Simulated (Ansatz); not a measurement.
Correlation energies of C2H7BFN, SMILES `BN(C)CF` by basis set

```xyz
12

B    -1.1793   -0.0392   -1.0576
N    -0.1592    0.0107   -0.1118
C    -0.0818   -0.8700    1.0402
C     0.9174    0.9329   -0.2145
F     2.1042    0.2734   -0.4916
H    -2.0655   -0.8287   -0.9135
H    -1.1434    0.7212   -1.9798
H    -0.0728   -0.2897    1.9689
H    -0.9452   -1.5318    1.0465
H     0.8276   -1.4741    1.0059
H     1.0749    1.4610    0.7327
H     0.7231    1.6344   -1.0252
```

Charge 0, multiplicity 1. The geometry is a stationary point of PBE0-D4/def2-TZVP. It is one conformer, not always the lowest. Frozen core, restricted reference, the Gaussian-basis code of Ansatz. CBS rows extrapolate triple and quadruple zeta; past MP2 they add the triple-zeta difference.

| basis | HF (Eh) | MP2 corr. | CCSD corr. | (T) | CCSD(T) total |
| --- | --- | --- | --- | --- | --- |
| def2-TZVPP | ? | -0.90949 | ? | -0.03462 | ? |
| def2-QZVPP | -258.52202 | ? | – | – | – |
| CBS(def2) | ? | -1.02656 | -1.06645 | as TZ | ? |

Q: Fill in the withheld values. (Estimate.)

A: Ansatz gave: def2-TZVPP HF (Eh): -258.50994; def2-TZVPP CCSD corr.: -0.94938; def2-TZVPP CCSD(T) total: -259.49394; def2-QZVPP MP2 corr.: -0.97674; CBS(def2) HF (Eh): -258.52369; CBS(def2) CCSD(T) total: -259.62476.
